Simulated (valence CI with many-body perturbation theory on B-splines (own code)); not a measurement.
## A CI+MBPT run for Kr23+

Computed by configuration interaction combined with many-body perturbation theory (CI+MBPT): three valence electrons over a frozen Dirac-Fock core [Ne], a basis of 11 s, 11 p, 10 d, 8 f, 5 g, 2 h functions for each j, with the one-electron correlation potential Σ1 (screened to all orders), the two-electron term Σ2, the three-electron term Σ3, Breit, model QED; selected single and double excitations, second order for the rest, scaled by the run's own slope (own B-spline code, finite nucleus).

Command, and the settings that its task file holds:

```sh
python run_cv.py task.json out
```

```
atom Kr  Z=36  mass_number=84  rms_radius_fm=4.1884
core [Ne]
valence 3s2 3p1
avg = 1
basis = M
breit = 1
cap = 32000
capref = 2000
cscale = 1
de = 0.0
dress = 0
eps = 2e-08
extrap = 1
h = 0.27
hh = 1
l2 = 3
lcore = 6
maxit = 60
n2 = 5
natural = 1
nlev = 150
nno = [5, 5, 5, 4, 2, 1]
nroot = 36
nsp = [6, 6, 5, 4, 3, 1]
pt2 = 1
qed = 1
rpa = 1
s1 = 1
s2 = 1
s3 = 1
screen = 1
tol = 2e-05
whole = 1
```

It took 68 s on 1 thread of Arm Neoverse V1, with other jobs on the host.

Log. The first blocks belong to the next ion, which gives the ionisation energy. Fields: 2J, parity (1 odd), roots, reference size, generating configurations, candidates as configurations/state functions, variational space P, stored matrix elements, Davidson steps; e2 is the range of second-order energies in hartree. The first line gives the box (bohr), its intervals, the orbitals and the steps of their self-consistent field. Window is the range of levels sought, series limit the energy at which the first omitted orbital would enter, core excitation an estimate of the first excitation out of the core, left out the lowest levels not solved, and shifts from estimates the range by which levels moved from their first estimate, all in cm⁻¹.

```
rmax 7.9 intervals 61 orbitals 83 references ['3s2 3p', '3s 3p2', '3s2 3d', '3p3', '3s 3p 3d'] scf 4 t 1.0
2J=0 par=0 roots 2 ref 19 generators 4 cand 386/386 P 405/405 nnz 0 it 0
2J=0 par=0 roots 2 ref 19 generators 7 cand 7/7 P 412/412 nnz 0 it 0
   second order: generators 8 cand 4/4 e2 -0.00000 -0.00000
reference levels 1213, estimated 496, window 4024109 1/cm; series limit 7186946, core excitation 13384134
2J=1 par=1 roots 16 ref 93 generators 25 cand 2144/3351 P 4244/6390 nnz 4.8e+06 it 5
2J=1 par=1 roots 16 ref 93 generators 37 cand 2866/4396 P 7110/10786 nnz 1.1e+07 it 5
   second order: generators 60 cand 12973/20477 e2 -0.00004 -0.00000
2J=3 par=1 roots 25 ref 149 generators 30 cand 817/1960 P 3222/6869 nnz 6.1e+06 it 5
2J=3 par=1 roots 25 ref 149 generators 46 cand 4813/10354 P 8035/17223 nnz 3e+07 it 8
   second order: generators 72 cand 15814/37071 e2 -0.00006 -0.00000
2J=1 par=0 roots 15 ref 93 generators 23 cand 1988/3151 P 4181/6390 nnz 4.8e+06 it 5
2J=1 par=0 roots 15 ref 93 generators 32 cand 2706/4138 P 6887/10528 nnz 1.1e+07 it 7
   second order: generators 59 cand 11729/18635 e2 -0.00003 -0.00000
2J=3 par=0 roots 22 ref 146 generators 25 cand 843/1986 P 3205/6944 nnz 6.3e+06 it 5
2J=3 par=0 roots 22 ref 146 generators 40 cand 4543/10255 P 7748/17199 nnz 3.1e+07 it 8
   second order: generators 70 cand 13108/30781 e2 -0.00010 -0.00000
2J=5 par=0 roots 21 ref 149 generators 22 cand 716/1928 P 2843/6818 nnz 6.5e+06 it 5
2J=5 par=0 roots 21 ref 149 generators 33 cand 5017/12839 P 7860/19657 nnz 4.1e+07 it 9
   second order: generators 58 cand 14170/38772 e2 -0.00008 -0.00000
2J=5 par=1 roots 20 ref 148 generators 17 cand 674/1841 P 2689/6386 nnz 5.7e+06 it 5
2J=5 par=1 roots 20 ref 148 generators 33 cand 4445/10750 P 7134/17136 nnz 3.5e+07 it 10
   second order: generators 63 cand 14986/41945 e2 -0.00005 -0.00000
2J=7 par=1 roots 14 ref 115 generators 13 cand 1266/3205 P 2734/6385 nnz 5.8e+06 it 5
2J=7 par=1 roots 14 ref 115 generators 24 cand 4188/11233 P 6922/17618 nnz 3.5e+07 it 7
   second order: generators 51 cand 17697/53071 e2 -0.00008 -0.00000
2J=9 par=1 roots 7 ref 66 generators 9 cand 1630/3834 P 2940/6391 nnz 6.1e+06 it 5
2J=9 par=1 roots 7 ref 66 generators 17 cand 2541/6561 P 5481/12952 nnz 2.1e+07 it 5
   second order: generators 40 cand 12898/37973 e2 -0.00004 -0.00001
2J=7 par=0 roots 12 ref 108 generators 13 cand 1273/3341 P 2680/6385 nnz 6.3e+06 it 5
2J=7 par=0 roots 12 ref 108 generators 26 cand 3771/9528 P 6451/15913 nnz 3.2e+07 it 8
   second order: generators 50 cand 15791/46410 e2 -0.00004 -0.00000
2J=9 par=0 roots 8 ref 68 generators 13 cand 1621/3803 P 2972/6370 nnz 6.3e+06 it 5
2J=9 par=0 roots 8 ref 68 generators 21 cand 2802/7301 P 5774/13671 nnz 2.3e+07 it 5
   second order: generators 41 cand 14433/42496 e2 -0.00008 -0.00000
2J=11 par=1 roots 3 ref 31 generators 8 cand 1699/3847 P 3093/6366 nnz 5.6e+06 it 4
2J=11 par=1 roots 3 ref 31 generators 14 cand 1619/4086 P 4712/10452 nnz 1.4e+07 it 5
   second order: generators 24 cand 11993/34769 e2 -0.00006 -0.00000
2J=11 par=0 roots 2 ref 27 generators 4 cand 1245/3018 P 2654/5597 nnz 4.6e+06 it 4
2J=11 par=0 roots 2 ref 27 generators 9 cand 1088/2767 P 3742/8364 nnz 9.1e+06 it 4
   second order: generators 23 cand 13702/38423 e2 -0.00004 -0.00003
left out: unestimated 5833100, estimated 4388799, shifts from estimates -8 to 128
operators 1.1
```

The Davidson iterations converged.

No measured spectrum was set against this ion. As an estimate, levels of excited configurations hold to 0.05 to 0.15 % of their energy, terms of the ground configuration to about 0.5 %.

| Item | Value |
| --- | --- |
| Valence energy | -125.3119 hartree |
| Ionisation energy | 1051.1 eV (NIST: 1042 ± 5 eV (semi-empirical)) |
| Reference configurations for the orbitals | 3s2 3p, 3s 3p2, 3s2 3d, 3p3, 3s 3p 3d |
| Radial orbitals | 83 |
| Box radius | 7.852 bohr |
| Largest variational space | 19657 |
| Lowest levels | 3s2 3p 2P°_1/2 0, 3s2 3p 2P°_3/2 97367, 3s 3p2 4P_1/2 411830, 3s 3p2 4P_3/2 464010, 3s 3p2 4P_5/2 500420, 3s 3p2 2D_3/2 579870, 3s 3p2 2D_5/2 611740, 3s 3p2 2P_1/2 658220, 3s 3p2 2S_1/2 755220, 3s 3p2 2P_3/2 765480, 3s2 3d 2D_3/2 843170, 3s2 3d 2D_5/2 856190, 3p3 2D°_3/2 1049700, 3p3 2D°_5/2 1097700 cm⁻¹ |

Names give the largest LS component (configuration and term), which can be under half, so a name can repeat, a term be missing and a line seem to break the LS rules; names also repeat where a configuration has a term twice.
